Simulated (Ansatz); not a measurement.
# Worked example: CH3I + Mo(OH)2O2 → HOI + Mo(CH3)(OH)O2

Species: CH3I (methyl iodide) `CI`, singlet; Mo(OH)2O2 (molybdic acid), singlet; HOI (hypoiodous acid) `OI`, singlet; Mo(CH3)(OH)O2, singlet. The partners trade CH3 for OH: I–CH3 and Mo–OH bonds give way to I–OH and Mo–CH3.

Shapes, held fixed at every level: PBE0-D4/def2-TZVP. Flexible molecules stand in one conformer, not always the lowest. Programs: Ansatz 0.2.0. The zero-point and thermal change to 298 K, harmonic and unscaled (PBE0-D4/def2-TZVP), is -3.5 kJ/mol.

At CCSD(T)/def2-TZVPP; 1 Eh = 2625.50 kJ/mol:

| species | energy (Eh) |
| --- | --- |
| CH3I | -336.975382 |
| Mo(OH)2O2 | -369.950466 |
| HOI | -372.835641 |
| Mo(CH3)(OH)O2 | -334.014116 |

**Question.** Work out ΔH(298 K) of the reaction at this level.

**Answer.** 
1. Products less reactants: (-372.835641) + (-334.014116) − [(-336.975382) + (-369.950466)] = 0.076091 Eh = +199.8 kJ/mol.
2. With the thermal change: +199.8 + (-3.5) = +196.3 kJ/mol.

Other levels give +196.2 (CCSD/def2-TZVPP) to +223.5 kJ/mol (HF/def2-SVP). No measured value is set beside it here. T1 is large for Mo(OH)2O2 (0.025), Mo(CH3)(OH)O2 (0.025), so single-reference values are less sure there. For atoms past krypton def2 sets carry core potentials with scalar relativity. Outer-core shells of I, Mo are correlated in most correlated rows, in sets that cover them unevenly. The median of the other levels is +205.4 kJ/mol.
